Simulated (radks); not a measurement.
Q: Radial electron density D(r) = 4 pi r^2 rho(r) of an atom or ion with 67 electrons. Calculated with a radial shooting solver on a logarithmic mesh with Libxc functionals: Dirac Kohn-Sham, PBE, spin-unpolarised, spherical densities, finite nucleus; Fermi nuclear charge, rms radius of each element as measured or else 0.836 A^(1/3) + 0.57 fm.

```
   r/bohr * D(r) (the largest magnitude, 124, reaches the edge; | marks zero)
0.0009656 | *
 0.001106 |  *
 0.001278 |   *
 0.001464 |    *
 0.001691 |     *
 0.001937 |      *
 0.002237 |        *
 0.002563 |         *
  0.00296 |            *
 0.003391 |              *
 0.003916 |                 *
 0.004486 |                    *
 0.005181 |                        *
 0.005936 |                           *
 0.006855 |                               *
 0.007854 |                                  *
 0.009071 |                                     *
  0.01039 |                                        *
    0.012 |                                         *
  0.01375 |                                          *
  0.01575 |                                         *
  0.01819 |                                        *
  0.02084 |                                      *
  0.02407 |                                     *
  0.02758 |                                     *
  0.03185 |                                      *
  0.03649 |                                         *
  0.04214 |                                             *
  0.04828 |                                                  *
  0.05576 |                                                     *
  0.06388 |                                                      *
  0.07378 |                                                    *
  0.08452 |                                               *
  0.09761 |                                           *
   0.1118 |                                         *
   0.1292 |                                           *
    0.148 |                                              *
   0.1709 |                                                 *
   0.1958 |                                              *
   0.2261 |                                       *
   0.2591 |                              *
   0.2968 |                        *
   0.3428 |                      *
   0.3927 |                         *
   0.4535 |                           *
   0.5196 |                          *
   0.6001 |                     *
   0.6875 |                *
    0.794 |           *
   0.9096 |        *
    1.051 |      *
    1.204 |     *
     1.39 |   *
    1.592 |  *
    1.839 | *
    2.107 |*
    2.433 |*
    2.788 *
     3.22 *
    3.689 *
     4.26 *
    4.881 *
```

What is the nuclear charge?

A: Z = 69. The innermost maximum, from 1s, lies near gamma/Z bohr with gamma = sqrt(1 - (Z/c)^2) = 0.864, here 0.0125 bohr (found: 0.0139), and its height grows with Z. The density is that of the thulium ion Tm2+ in [Xe] 4f13; the configuration itself is not fixed sharply by these data, and Z only to a few units. D(r) has 4 maxima, at r = 0.0139, 0.0614, 0.171, 0.465 bohr, and minima at 0.0267, 0.112, 0.329 bohr, inside which lie 2.01, 11.14, 29.63 electrons.
